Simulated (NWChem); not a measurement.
SiCl₂, singlet; SMILES Cl[Si]Cl

```xyz
3

Si     0.0000     0.0000     0.9374
Cl    -1.6178     0.0000    -0.3872
Cl     1.6178     0.0000    -0.3872
```
Atoms are numbered in this order, from 1.

Program: NWChem. Geometry optimised at PBE0/def2-SVP; all other runs use it. Low-valent species are run as closed-shell singlets; no triplet was tried in these runs.

```csv
quantity,level,value
"vertical, lowest state with f > 0.02, singlet (eV)","PBE0/def2-SVPD, TDA",4.01
"isotropic polarisability (bohr³), static",PBE0/def2-SVPD,?
dipole in solution (D) in n-hexane,"PBE0/def2-SVP, SMD",1.07
"vertical ionisation energy, ΔSCF (eV)",PBE0/def2-SVP,?
dipole (D),PBE0/def2-SVP,0.95
highest harmonic frequency (cm⁻¹),PBE0/def2-SVP,?
```

**Question.** Some entries are withheld; supply them.

**Answer.** 
- isotropic polarisability (bohr³), static, value: 57.7
- vertical ionisation energy, ΔSCF (eV), value: 9.98
- highest harmonic frequency (cm⁻¹), value: 532
